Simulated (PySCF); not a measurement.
Si(CF3)(F)(H)2 (CH2F4Si), SMILES FC(F)(F)[SiH2]F. Heavy atoms are numbered as in [SiH2:1]([F:2])[C:3]([F:4])([F:5])[F:6]. Hydrogens are named by the atom that carries them.

Geometry: PBE0-D3(BJ)/def2-SVP.

Computed with PBE0/pcSseg-1 (PySCF).

GIAO shieldings, no solvent; atoms alike by connectivity are averaged. δ = σ(ref) − σ: ²⁹Si against TMS (σ = 352.7 ppm); ¹⁹F against CFCl3 (σ = 167.2 ppm); ¹³C against TMS (σ = 186.3 ppm); ¹H against TMS (σ = 31.56 ppm), references at their B3LYP-D3(BJ)/def2-TZVP geometries, non-relativistic.

```
nucleus       atoms  count  δ (ppm)
-------  ----------  -----  -------
²⁹Si     Si1 (SiH2)      1    -12.3
¹⁹F              F4      3    -87.9
¹⁹F              F2      1   -231.8
¹³C              C3      1    133.1
¹H         H on Si1      2     5.25
```
